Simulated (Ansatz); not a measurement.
Al2F4H2O2 (`[F][Al-]1([F])[OH+][Al-]([F])([F])[OH+]1`) at its PBE0-D4/def2-TZVP geometry, where that method's forces vanish. The species carries charge 0 and has multiplicity 1.

```xyz
10

F     1.0463    0.2803    2.3944
Al    0.6398    0.8236    0.8993
F     1.0140    2.3720    0.5016
O     1.0565   -0.3039   -0.4733
Al   -0.6398   -0.8237   -0.8993
F    -1.0463   -0.2804   -2.3944
F    -1.0140   -2.3721   -0.5015
O    -1.0564    0.3038    0.4733
H     1.7790   -0.1903   -1.0913
H    -1.7791    0.1906    1.0912
```

**Question.** What forces (eV/Å) does ωB97M-V/def2-TZVPP give on these atoms in Ansatz? (Best estimate.)

**Answer.** Ansatz gave: 
```
F1   0.031 -0.049  0.119
Al2  0.015  0.019  0.021
F3   0.027  0.124 -0.037
O4   0.134 -0.009 -0.087
Al5 -0.015 -0.019 -0.021
F6  -0.031  0.049 -0.119
F7  -0.027 -0.125  0.037
O8  -0.133  0.009  0.087
H9  -0.007 -0.018  0.022
H10  0.007  0.018 -0.021
```
